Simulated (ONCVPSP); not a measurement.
An all-electron radial function and its pseudo partner (N (Z = 7))

Columns: radius, all-electron u(r) and pseudo u(r) of the 2p shell (level -7.51 eV) of nitrogen in the configuration [He] 2s1 2p4; PBE, scalar-relativistic, ONCV scheme, ONCVPSP 4.0.1.

```tsv
r (bohr)	all-electron	pseudo
0.080	0.0501	0.0228
0.160	0.1551	0.0877
0.240	0.2750	0.1855
0.320	0.3902	0.3032
0.400	0.4921	0.4262
0.480	0.5774	0.5416
0.560	0.6462	0.6394
0.640	0.6994	0.7142
0.720	0.7382	0.7651
0.800	0.7640	0.7942
0.880	0.7786	0.8059
0.960	0.7839	0.8049
1.040	0.7815	0.7956
1.120	0.7729	0.7811
1.200	0.7594	0.7635
1.280	0.7422	0.7438
1.360	0.7220	0.7225
1.440	0.6997	0.6998
1.520	0.6760	0.6760
1.600	0.6513	0.6513
1.680	0.6260	0.6260
1.760	0.6005	0.6005
1.840	0.5750	0.5750
1.920	0.5498	0.5498
2.000	0.5250	0.5250
2.080	0.5008	0.5007
```

Problem. How many radial nodes do the two functions have?

Solution. The all-electron 2p function has n − l − 1 = 0; the pseudo-wave has 0.

Problem. At about which radius was the pseudo-wave matched?

Solution. 1.60 bohr. The columns agree to 0.0005 from 1.44 bohr on; several derivatives are matched, so the curves merge somewhat inside the radius.

Problem. Is the pseudo-wave norm-conserving?

Solution. Yes: the ONCV scheme keeps the norm inside the radius equal to the all-electron one, which fixes the energy derivative of the logarithmic derivative at the level.
